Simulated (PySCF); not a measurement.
AlH7O2Si2, SMILES [OH][Al]([OH])[SiH2][SiH3]. Heavy atoms are numbered as in [SiH3:1][SiH2:2][Al:3]([OH:4])[OH:5]. Hydrogens are named by the atom that carries them.

Geometry: B3LYP-D3(BJ)/def2-SVP. The structure was generated by enumeration; whether it is a known compound was not checked. One conformer was computed; it need not be the lowest.

The numbers are results of PBE/pcSseg-1 (PySCF), not measurements.

GIAO shieldings, no solvent; atoms alike by connectivity are averaged. δ = σ(ref) − σ: ²⁹Si against TMS (σ = 335.4 ppm); ¹⁷O against H2O (σ = 334.3 ppm); ¹H against TMS (σ = 31.49 ppm), references at their B3LYP-D3(BJ)/def2-TZVP geometries, non-relativistic.

```json
[
 {"atoms": "Si1 (SiH3)", "nucleus": "²⁹Si", "count": "1", "δ (ppm)": "(withheld)"},
 {"atoms": "Si2 (SiH2)", "nucleus": "²⁹Si", "count": "1", "δ (ppm)": "-153.1"},
 {"atoms": "O4 (OH)", "nucleus": "¹⁷O", "count": "2", "δ (ppm)": "(withheld)"},
 {"atoms": "H on Si1", "nucleus": "¹H", "count": "3", "δ (ppm)": "(withheld)"},
 {"atoms": "H on Si2", "nucleus": "¹H", "count": "2", "δ (ppm)": "3.21"},
 {"atoms": "H on O4", "nucleus": "¹H", "count": "2", "δ (ppm)": "2.43"}
]
```

**Question.** Fill in the missing entries. (Estimate from the structure and the level; the computed values follow.)

**Answer.** 
- Si1 (SiH3), δ (ppm): -107.4
- H on Si1, δ (ppm): 3.99
- O4 (OH), δ (ppm): 64.6
